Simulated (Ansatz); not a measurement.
`C=[C](F)[InH][CH3]` and `C=C(F)SC` differ in one atom or group.

Ansatz, PBE0-D4/def2-TZVP geometries, multiplicity 1. Each molecule was computed in one conformer, which needn't be the lowest.

Elements past krypton have def2 core potentials.

| property | `C=[C](F)[InH][CH3]` |
| --- | --- |
| zero-point energy (PBE0-D4/def2-TZVP) / kJ/mol | 196.3 |
| HOMO energy (PBE/def2-TZVPP) / eV | -6.29 |
| size of the dipole moment (PBE/def2-TZVPP) / D | 1.06 |
| LUMO energy (PBE0/def2-TZVPP) / eV | -1.66 |
| LUMO energy (ωB97M-V/def2-TZVPP) / eV | -0.14 |
| HOMO energy (B3LYP/def2-TZVPP) / eV | -7.25 |

(1) What does the change do to each property? (Estimate.)

Results:

(1) The calculation gave: 
```
                                      property  `C=C(F)SC`  shift
zero-point energy (PBE0-D4/def2-TZVP) / kJ/mol       192.7   -3.6
             HOMO energy (PBE/def2-TZVPP) / eV       -5.55   0.74
size of the dipole moment (PBE/def2-TZVPP) / D        1.18   0.12
            LUMO energy (PBE0/def2-TZVPP) / eV       -0.21   1.45
         LUMO energy (ωB97M-V/def2-TZVPP) / eV        1.85   1.99
           HOMO energy (B3LYP/def2-TZVPP) / eV       -6.49   0.76
```

With PBE0 the HOMO rises by 0.78 eV and the LUMO rises by 1.45 eV, so the gap widens by about 0.67 eV. PBE moves the HOMO by 0.74 eV and ωB97M-V by 0.87 eV. The zero-point energy changes by -3.6 kJ/mol with -3 modes. Dipoles are sizes alone; their direction can turn.

B3LYP here is the variant with VWN-RPA as its local correlation; programs differ in this.
